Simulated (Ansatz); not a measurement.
CH₄Zn, SMILES `[CH3][ZnH]`, relaxed with RKS PBE0-D4/def2-TZVP in Ansatz from a PBE-D4/def2-SVP geometry. The force threshold is 0.005 eV/Å; the program also tests the step.

The species carries charge 0 and has multiplicity 1.

Start:

```xyz
6

C     0.057   -0.566    0.414
Zn   -0.100    0.998   -0.731
H     0.869   -1.241    0.071
H     0.284   -0.280    1.463
H    -0.883   -1.157    0.427
H    -0.226    2.247   -1.644
```

```csv
step,energy (eV),largest force (eV/Å),largest move (Å)
1,-49513.8175,0.451,0.000
2,-49513.8311,0.160,0.012
3,-49513.8324,0.013,0.005
4,-49513.8324,0.004,0.001
```

End:

```xyz
6

C     0.057   -0.570    0.417
Zn   -0.100    0.992   -0.726
H     0.858   -1.229    0.073
H     0.280   -0.281    1.448
H    -0.872   -1.146    0.424
H    -0.225    2.234   -1.635
```

It took 3.7 s on 4 threads of an Arm Neoverse V2 on a shared host, with 0.19 GiB of host memory at the peak.
